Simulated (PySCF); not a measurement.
A GIAO shielding run with PySCF 2.14.0 with density-fitted response routines (density fitting, non-relativistic, gas phase) on `C(/[SiH2]C#C)(=C/C)[S@](C)=O`, C₆H₁₀OSSi:

```
$ OMP_NUM_THREADS=1 python probes_run.py task.json out

{"job": {"kind": "nmr", "xc": "PBE0", "basis": "pcSseg-1"}, "charge": 0, "multiplicity": 1}
C     -1.877094     1.548984     2.163905
C     -1.263685     1.547736     1.130036
Si    -0.322596     1.576158    -0.470591
C      0.240682    -0.210190    -0.759642
C     -0.462822    -1.333977    -0.739612
C     -1.906048    -1.461410    -0.392182
S      1.977283    -0.355149    -1.266352
C      2.623945    -0.364613     0.468464
O      2.327061     0.960042    -1.816229
H     -2.413742     1.548360     3.069479
H      0.805200     2.481023    -0.272811
H     -1.202051     1.977538    -1.574250
H      0.030282    -2.270143    -0.988465
H     -2.027436    -2.157443     0.437465
H     -2.454416    -1.866349    -1.242657
H     -2.332198    -0.501809    -0.114564
H      2.275847    -1.270819     0.950578
H      2.263888     0.514415     0.991115
H      3.708096    -0.353103     0.418850
```

Hardware: 1 thread of an Arm Neoverse V1, shared host. The job also computes population analyses, field gradients.

(1) How large is the calculation?

(2) How long does it take, and how much memory does it need?

## Answers

(1) 84 electrons, 217 basis functions and 1169 auxiliary functions.

(2) 63 s of wall time, with 16 SCF cycles and 5 response iterations; peak memory 0.97 GiB. Times on a shared host scatter by some tens of per cent.
